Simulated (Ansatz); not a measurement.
Reaction (formal exchange of groups at the Si–Si bond): `C[SiH2][SiH2]C=N` + `C=C` → `C=C[SiH2]C=N` + `C[SiH3]`

Isolated molecules relaxed with PBE0-D4/def2-TZVP in Ansatz; ΔE leaves out vibrations. CCSD(T)/CBS is the MP2 limit (def2-TZVPP, def2-QZVPP) plus CCSD(T) − MP2 in def2-TZVPP, frozen cores. This one scheme is used for every species. Functionals use def2-TZVPP. B3LYP here is the variant with VWN-RPA as its local correlation; programs differ in this. Each species was taken in one conformer, which may not be the lowest.

```
             level  ΔE (kJ/mol)
            PBE-D4         15.3
         r2SCAN-D4          7.0
          B3LYP-D4          5.6
            r2SCAN          6.1
    MP2/def2-TZVPP         -1.9
CCSD(T)/def2-TZVPP          3.8
     MP2/CBS(def2)         -1.6
    CCSD/CBS(def2)          2.8
```

Q: What does CCSD(T)/CBS give? (Estimate.)

A: Ansatz gave: +4.1 kJ/mol. The listed levels differ from it by 11.2, 2.9, 1.5, 2.0, -6.0, -0.3, -5.7, -1.3 kJ/mol.

Largest T1 diagnostic among the species: 0.013.

The D4 term adds +3.9 kJ/mol with B3LYP and +2.5 kJ/mol with PBE0; it sums over pairs of atoms, weighted by their polarisabilities, and B3LYP, whose exchange is more repulsive, gets the larger term. In def2-TZVPP, CCSD(T) changes the Hartree–Fock value by +11.4 kJ/mol (the triples alone add +1.3 kJ/mol) and MP2 by +5.7 kJ/mol.
